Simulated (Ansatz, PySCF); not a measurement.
Gas-phase reaction (SMILES): CCO[Si](C)(C)C [ethoxy(trimethyl)silane] + 6 [H][H] (H2) -> 5 C (CH4) + O (H2O) + [SiH4] (SiH4); energy of full hydrogenation.

Geometries: B3LYP-D3(BJ)/def2-TZVP minima from Ansatz (an electronic-structure program), one conformer each, not searched for the lowest. Valence correlation only, unless marked. Spin-orbit coupling is left out. No relativistic terms. CBS marks a two-point X^-3 extrapolation of the correlation energy; Hartree-Fock from the larger set. [CCSD(T)-MP2]/basis is that difference in the basis named. Thermal terms are rigid-rotor harmonic-oscillator values from B3LYP-D3(BJ) frequencies (PySCF) at 298.15 K and 1 atm. 1 Eh = 627.5095 kcal/mol.

```csv
species,"E, RI-MP2/CBS(aug-cc-pV(T+d)Z,aug-cc-pV(Q+d)Z)+[CCSD(T)-MP2]/aug-cc-pV(T+d)Z (Ansatz) (Eh)","E, PBE-D3(BJ)/def2-TZVPD (Ansatz + dftd3) (Eh)",H - E (Eh)
CCO[Si](C)(C)C,-563.02900,-563.36477,0.19368
[H][H] (H2),-1.17524,-1.16598,0.01336
C (CH4),-40.46129,-40.46420,0.04840
O (H2O),-76.37791,-76.38147,0.02495
[SiH4] (SiH4),-291.46108,-291.72290,0.03520
```

Problem. Work out ΔE and ΔH at 298.15 K at the first level, then ΔH at the second.

Solution. 
1. ΔE = [5×(-40.46129) + (-76.37791) + (-291.46108)] - [(-563.02900) + 6×(-1.17524)] = -0.06500 Eh = -40.8 kcal/mol at RI-MP2/CBS(aug-cc-pV(T+d)Z,aug-cc-pV(Q+d)Z)+[CCSD(T)-MP2]/aug-cc-pV(T+d)Z.
2. The terms H - E add up to 0.02831 Eh, so ΔH = (-0.06500 + (0.02831))×627.5095 = -23.0 kcal/mol.
3. At PBE-D3(BJ)/def2-TZVPD the same steps give ΔE = -40.6 and ΔH = -22.8 kcal/mol, a shift of +0.2 from the first level.
4. These values are not checked against measurement here, since the tables used lack a sound gas-phase enthalpy of formation for at least one species.
